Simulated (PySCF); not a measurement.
Bonds (- single, = double, # triple, : aromatic): B1-C2 1.600 Å, C2-C3 1.439 Å, C3:C4 1.379 Å, C4:C5 1.352 Å, C5:C3 1.379 Å. B1 carries H6, H7; C2 carries H8, H9; C4 carries H10; C5 carries H11. Formal charges: C3 +1.

Total charge +1.

Geometry: PBE0-D3(BJ)/def2-SVP; GIAO absolute shieldings from PySCF, gas phase, non-relativistic, averaged over equivalent atoms.

At PBE0/pcSseg-0 (57 basis functions, 2.8 s wall time on 1 thread of an Arm Neoverse V2, shared host):
```
  atoms  σ (ppm)
     B1     13.1
     C3    -10.7
  C4/C5      7.6
     C2    150.8
H10/H11    22.74
  H6/H7    24.02
  H8/H9    28.04
```

Problem. What do these become at HF/pcSseg-2?

Solution. 
```csv
atoms,σ at HF/pcSseg-2,change
B1,35.6,+22.5
C3,2.4,+13.1
C4/C5,24.4,+16.8
C2,163.2,+12.4
H10/H11,21.52,-1.22
H6/H7,24.78,+0.76
H8/H9,27.71,-0.33
```

The largest change is at B1 (boron bonded to C, 2 H). Cost: 264 basis functions, 13 s wall time on 1 thread of an Arm Neoverse V1, shared host. The order of the carbon signals is the same at both levels.

A carbon bonded to boron is broadened by the quadrupolar boron nucleus and is often missing from a measured spectrum.
